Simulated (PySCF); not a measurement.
# Running PySCF for NaCa⁻

Input:

```python
from pyscf import gto, scf

mol = gto.M(
    atom='Na 0 0 0; Ca 0 0 3.755',
    basis='ano-rcc-vdzp',
    charge=-1,
    spin=0,
    verbose=3,
)
mf = scf.RHF(mol)
mf = mf.sfx2c1e()
mf.kernel()
mf.stability(internal=True, external=True)
mf.dip_moment()
print('orbital energies (hartree):', mf.mo_energy[..., max(0, mol.nelec[1]-3):mol.nelec[0]+3].round(4))
```

```bash
$ OMP_NUM_THREADS=1 python input.py
```

It prints:

```
converged SCF energy = -841.681398334205
<class 'pyscf.x2c.sfx2c1e.sfX2C1eRHF'> wavefunction is stable in the internal stability analysis
<class 'pyscf.x2c.sfx2c1e.sfX2C1eRHF'> wavefunction is stable in the real -> complex stability analysis
<class 'pyscf.x2c.sfx2c1e.sfX2C1eRHF'> wavefunction has an RHF/RKS -> UHF/UKS instability
Dipole moment(X, Y, Z, Debye):  0.00000, -0.00000, -10.86773
orbital energies (hartree): [-1.1953 -0.0772  0.0021  0.1527  0.1527  0.166 ]
```

In short: E(SCF) = -841.681398 Eh, internal stable; real -> complex stable; RHF/RKS -> UHF/UKS unstable.

It ran on Arm Neoverse N1 (1 thread, shared host) in 4 s, peak memory 0.14 GiB.

The stability test finds a lower solution, so these numbers belong to a saddle point. The basis has no diffuse functions, which an anion needs. The bond length is a typed value, not an optimised one. The dipole of an ion depends on the origin.
